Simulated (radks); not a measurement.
Species: Ir4+. Configuration: [Xe] 4f14 5d5.

Calculated with a radial shooting solver on a logarithmic mesh with Libxc functionals: scalar-relativistic Kohn-Sham, PBEsol, spin-unpolarised, spherical densities, point nucleus.

Energy parts (Ry):
| part | energy |
|---|---|
| total | -35637.5387 |
| kinetic | 39628.8141 |
| electron-nucleus | -88200.0624 |
| Hartree | 13612.7543 |
| exchange-correlation | -679.0447 |

Orbitals (lengths in bohr, moments of r in powers of bohr):
| orbital | occ. | eigenvalue (Ry) | <r^4> |
|---|---|---|---|
| 1s | 2 | -5597.592 | 4.809e-07 |
| 2s | 2 | -982.1143 | 0.00007123 |
| 2p | 6 | -853.6748 | 0.00005704 |
| 3s | 2 | -232.3662 | 0.002593 |
| 3p | 6 | -194.8187 | 0.002825 |
| 3d | 10 | -153.5018 | 0.002174 |
| 4s | 2 | -52.28634 | 0.05922 |
| 4p | 6 | -39.97221 | 0.07911 |
| 4d | 10 | -24.85865 | 0.1120 |
| 4f | 14 | -8.05279 | 0.2581 |
| 5s | 2 | -10.64220 | 1.620 |
| 5p | 6 | -7.41621 | 2.923 |
| 5d | 5 | -3.71079 | 10.12 |

The highest occupied level is 5d at -50.488 eV. Summed over all electrons, <r^2> = 33.12 bohr^2, which gives a Langevin (diamagnetic) susceptibility term of -26.2 x 10^-6 cm^3/mol. For comparison, the ionisation energy in NIST's Atomic Spectra Database is 57 eV (theoretical). In exact Kohn-Sham theory the highest level is minus the ionisation energy, but local and semilocal functionals leave it too shallow, through self-interaction and a potential that decays too fast; potentials with the right tail come closer. The density falls to 0.001 e/bohr^3 at r = 3.16 bohr.

Beside tabulated values, note that spin-unpolarised runs miss the spin-polarisation part of the exchange energy of open shells.
